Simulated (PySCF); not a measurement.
C4H5 (SMILES C=[C-]C=C), charge -1, singlet, geometry from GFN2-xTB (in this run its highest filled SCF level lies above zero, so its values depend strongly on the basis, on diffuse functions most of all); BLYP-D3ZERO/STO-3G (PySCF).

PySCF was given this input:
```python
from pyscf import gto, scf, dft

mol = gto.M(
    atom='''
C     0.76645133    1.62723698   -0.19087568
C     0.33080987    0.56287287    0.44523206
C    -0.60896898   -0.43372010    0.22910579
C    -0.43870256   -1.68366723   -0.29033372
H     1.53672716    2.27906179    0.23761440
H     0.43083746    1.98728515   -1.19064969
H    -1.56107635   -0.26445325    0.75451594
H     0.47603405   -1.97154968   -0.79242160
H    -1.18006039   -2.46667903   -0.16782972
''',
    basis='sto-3g',
    charge=-1,
    verbose=4,
)

mf = dft.RKS(mol)
mf.xc = 'blyp'
mf.disp = 'd3zero'
mf.kernel()
```

It wrote (shortened):

```
PySCF version 2.14.0

[INPUT] verbose = 4
[INPUT] num. atoms = 9
[INPUT] num. electrons = 30
[INPUT] charge = -1
[INPUT] spin (= nelec alpha-beta = 2S) = 0
[INPUT] symmetry False subgroup None
[INPUT] Mole.unit = angstrom
[INPUT] Symbol           X                Y                Z      unit          X                Y                Z       unit  Magmom
[INPUT]  1 C      0.766451330000   1.627236980000  -0.190875680000 AA    1.448383101509   3.075032231964  -0.360702759040 Bohr   0.0
[INPUT]  2 C      0.330809870000   0.562872870000   0.445232060000 AA    0.625140053603   1.063675567248   0.841366655276 Bohr   0.0
[INPUT]  3 C     -0.608968980000  -0.433720100000   0.229105790000 AA   -1.150784590556  -0.819612203719   0.432947196652 Bohr   0.0
[INPUT]  4 C     -0.438702560000  -1.683667230000  -0.290333720000 AA   -0.829027688546  -3.181669949605  -0.548651215526 Bohr   0.0
[INPUT]  5 H      1.536727160000   2.279061790000   0.237614400000 AA    2.903993460581   4.306802604061   0.449026139253 Bohr   0.0
[INPUT]  6 H      0.430837460000   1.987285150000  -1.190649690000 AA    0.814164803603   3.755424664915  -2.250001824398 Bohr   0.0
[INPUT]  7 H     -1.561076350000  -0.264453250000   0.754515940000 AA   -2.950006761036  -0.499744215251   1.425828483219 Bohr   0.0
[INPUT]  8 H      0.476034050000  -1.971549680000  -0.792421600000 AA    0.899573980468  -3.725688936174  -1.497459799190 Bohr   0.0
[INPUT]  9 H     -1.180060390000  -2.466679030000  -0.167829720000 AA   -2.229990947547  -4.661347803908  -0.317152206362 Bohr   0.0

nuclear repulsion = 96.1403257348216
number of shells = 17
number of NR pGTOs = 75
number of NR cGTOs = 25
basis = sto-3g
ecp = {}

******** <class 'pyscf.dft.rks.RKS'> ********
method = RKS
initial guess = minao
damping factor = 0
level_shift factor = 0
DIIS = <class 'pyscf.scf.diis.CDIIS'>
diis_start_cycle = 1
diis_space = 8
diis_damp = 0
SCF conv_tol = 1e-09
SCF conv_tol_grad = None
SCF max_cycles = 50
direct_scf = True
direct_scf_tol = 1e-13
XC library pyscf.dft.libxc version 7.1.2
    S. Lehtola, C. Steigemann, M. J. T. Oliveira, and M. A. L. Marques,  SoftwareX 7, 1–5 (2018)
XC functionals = blyp
    A. D. Becke,  Phys. Rev. A 38, 3098 (1988)
    C. Lee, W. Yang, and R. G. Parr,  Phys. Rev. B 37, 785 (1988)
    B. Miehlich, A. Savin, H. Stoll, and H. Preuss,  Chem. Phys. Lett. 157, 200 (1989)
radial grids:
    Treutler-Ahlrichs [JCP 102, 346 (1995); DOI:10.1063/1.469408] (M4) radial grids

becke partition: Becke, JCP 88, 2547 (1988); DOI:10.1063/1.454033
pruning grids: <function nwchem_prune>
grids dens level: 3
symmetrized grids: False
atomic radii adjust function: <function treutler_atomic_radii_adjust>
small_rho_cutoff = 0
Set gradient conv threshold to 3.16228e-05
Initial guess from minao.
tot grids = 105512
Calc dispersion correction with DFTD3.
Parameters: xc=blyp, version=d3zero, atm=False
init E= -153.652430807669
  HOMO = -0.147784621392521  LUMO = 0.0130519479638929  gap/eV = 4.37659
cycle= 1 E= -153.135534528777  delta_E= 0.517  |g|= 0.388  |ddm|= 4.14
  HOMO = 0.331173044581552  LUMO = 0.463408921875888  gap/eV = 3.59832
cycle= 2 E= -153.067518171986  delta_E= 0.068  |g|= 0.588  |ddm|= 1.47
  HOMO = 0.252643597173976  LUMO = 0.392524955311684  gap/eV = 3.80637
cycle= 3 E= -153.155277985765  delta_E= -0.0878  |g|= 0.336  |ddm|= 1.29
  HOMO = 0.243804352557287  LUMO = 0.394511295361654  gap/eV = 4.10094
cycle= 4 E= -153.193167076108  delta_E= -0.0379  |g|= 0.0755  |ddm|= 0.608
  HOMO = 0.243291132998577  LUMO = 0.388432887368237  gap/eV = 3.94951
cycle= 5 E= -153.195213223803  delta_E= -0.00205  |g|= 0.0118  |ddm|= 0.13
  HOMO = 0.242527028393998  LUMO = 0.38896718854121  gap/eV = 3.98484
cycle= 6 E= -153.195238334891  delta_E= -2.51e-05  |g|= 0.00751  |ddm|= 0.0274
  HOMO = 0.242593436469771  LUMO = 0.388504963133038  gap/eV = 3.97045
cycle= 7 E= -153.195261916984  delta_E= -2.36e-05  |g|= 0.000349  |ddm|= 0.0135
  HOMO = 0.242588198418405  LUMO = 0.38851043319544  gap/eV = 3.97075
cycle= 8 E= -153.195261981995  delta_E= -6.5e-08  |g|= 3.78e-05  |ddm|= 0.000904
  HOMO = 0.242588065952046  LUMO = 0.388507916308898  gap/eV = 3.97068
cycle= 9 E= -153.195261982767  delta_E= -7.72e-10  |g|= 2.83e-06  |ddm|= 9.98e-05
  HOMO = 0.242587851079858  LUMO = 0.388508108905631  gap/eV = 3.97069
Extra cycle  E= -153.19526198277  delta_E= -2.67e-12  |g|= 1.67e-06  |ddm|= 1.14e-05
converged SCF energy = -153.19526198277
```
